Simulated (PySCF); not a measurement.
## C₉H₈O₂: full NMR table

| Property | Result |
| --- | --- |
| Formula | C9H8O2 |
| SMILES | C=COC(=O)c1ccccc1 |
| Point group of the computed structure | Cs |
| Degrees of unsaturation | 6 |
| Carbon signals | 7 |
| Proton signals | 6 |

Numbering as in the mapped SMILES `[CH2:1]=[CH:2][O:3][C:4](=[O:5])[c:6]1[cH:7][cH:8][cH:9][cH:10][cH:11]1` (H(Xn): hydrogen on atom n). Ha(C1) is cis to O3; Hb(C1) is trans to O3.

Calculated, not measured (PySCF): coordinates at the GFN2-xTB level, GIAO PBE0/pcSseg-1 shieldings. Non-relativistic, equivalent nuclei averaged, one conformer, in vacuum.

Chemical shifts δ = σref − σ; ¹H (σ = 31.72 ppm) and ¹³C (σ = 186.93 ppm) against TMS; H2O for ¹⁷O (σ = 336.08 ppm), all at this level.

```tsv
carbon	δC, type	δH (multiplicity)	HMBC from (2–3 bonds)	span of the C tensor (ppm)
C1	101.5, CH2	Ha(C1) 5.28 (m); Hb(C1) 4.99 (m)	H(C2)	185
C2	149.6, CH	8.26 (m)	Ha(C1), Hb(C1)	201
C4	168.2, C	–	H(C7)/H(C11), H(C2)	156
C6	133.6, C	–	H(C7)/H(C11), H(C8)/H(C10)	204
C7/C11	137.3, CH	8.64 (d)	H(C7)/H(C11), H(C9), H(C8)/H(C10)	239
C8/C10	133.8, CH	7.80 (m)	H(C7)/H(C11), H(C9), H(C8)/H(C10)	235
C9	139.7, CH	7.88 (m)	H(C7)/H(C11), H(C8)/H(C10)	244
```

Other nuclei:
```tsv
atoms	nucleus	environment	δ (ppm)	σ (ppm)
O5	¹⁷O	ester carbonyl oxygen	407.1	-71.0
O3	¹⁷O	ester alkoxy oxygen	248.3	87.8
```

1. Carbon types of the structure: 2 × C, 6 × CH, 1 × CH2, which accounts for all hydrogens.
2. δC 168.2: ester carbonyl carbon; lone-pair donation from the attached heteroatom keeps it upfield of a ketone carbonyl.
3. δC 149.6: alkene carbon bearing oxygen; an sp2 carbon further deshielded by the attached heteroatom.
4. δC 139.7, 137.3, 133.8: aromatic CH; the aromatic region.
5. δC 101.5: β carbon of an enol-ether or enamine type C=C; the O or N lone pair pushes π density onto this β carbon and shields it.
6. δH 8.64, 7.88, 7.80: hydrogen on an aromatic CH.

Shifts are as computed. Against solution values, carbons near 30 ppm lie about +3 ppm off and those near 130 ppm about +5 ppm. Of 1211 compounds with measured shifts, 218 miss one by over three times the rms of a fit or turn the order of signals round; such compounds aren't used in these exercises. Unscaled 17O shifts of doubly bonded oxygen tend to come out too high, by tens of ppm or more. Experimental scales use liquid or dissolved standards, which lie at an offset from isolated H2O (liquid H2O: subtract about 36 ppm). No couplings were computed; multiplicities are counted from neighbouring protons, with m where these are inequivalent, close in shift, in a saturated or five-membered ring or joined by F or P, and br s for small geminal =CH2 splittings.
